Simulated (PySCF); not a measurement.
# Molecular orbitals of ScI

LC-ωPBE at R = 2.700 Å; PySCF, spin-free X2C with a Gaussian nucleus, basis sets Sc x2c-TZVPPall, I x2c-TZVPPall. State: ³Δ (triplet), unpaired electrons σ ↑, δ ↑. Only the outer orbitals are listed, counted within each symmetry.

| spin | orbital | occ. | ε (eV) | on Sc (%) | main shells (%) |
| --- | --- | --- | --- | --- | --- |
| α | 15σ | 1 | -21.56 | 9 | 91 I s |
| α | 16σ | 1 | -10.67 | 19 | 79 I p, 10 Sc s |
| α | 8π | 1 | -9.71 | 8 | 92 I p |
| α | 8π | 1 | -9.71 | 8 | 92 I p |
| α | 3δ | 1 | -8.13 | 100 | 100 Sc d |
| α | 17σ | 1 | -6.89 | 98 | 72 Sc s, 14 Sc p, 11 Sc d |
| α | 18σ | 0 | 0.14 | 99 | 60 Sc d, 38 Sc p |
| α | 9π | 0 | 0.20 | 100 | 69 Sc p, 31 Sc d |
| α | 9π | 0 | 0.20 | 100 | 69 Sc p, 31 Sc d |
| β | 15σ | 1 | -21.55 | 9 | 91 I s |
| β | 16σ | 1 | -10.55 | 17 | 81 I p |
| β | 8π | 1 | -9.72 | 7 | 93 I p |
| β | 8π | 1 | -9.72 | 7 | 93 I p |
| β | 17σ | 0 | -0.61 | 98 | 80 Sc s, 17 Sc p |
| β | 18σ | 0 | 1.04 | 100 | 63 Sc d, 33 Sc p |
| β | 9π | 0 | 1.20 | 100 | 53 Sc p, 47 Sc d |

**Question.** Which are the highest filled and the lowest empty level, where do they sit, and how wide is the gap?

**Answer.** Highest filled α 17σ at -6.89 eV (in %: 72 Sc s, 14 Sc p, 11 Sc d); lowest empty β 17σ at -0.61 eV (in %: 80 Sc s, 17 Sc p); the gap at LC-ωPBE is 6.28 eV.

```
bond order (Mayer)                              : 1.38
⟨S²⟩                                            : 2.002
charge on Sc (Mulliken, basis-dependent)        : 0.17
charge on Sc (Löwdin, basis-dependent)          : -0.66
dipole moment (positive dipole means Sc(−)I(+)) : -4.17 D
```

Spin–orbit coupling is left out. The state is the lowest single determinant that the PBE0 search found; with open d or f shells the true ground state can be another one.
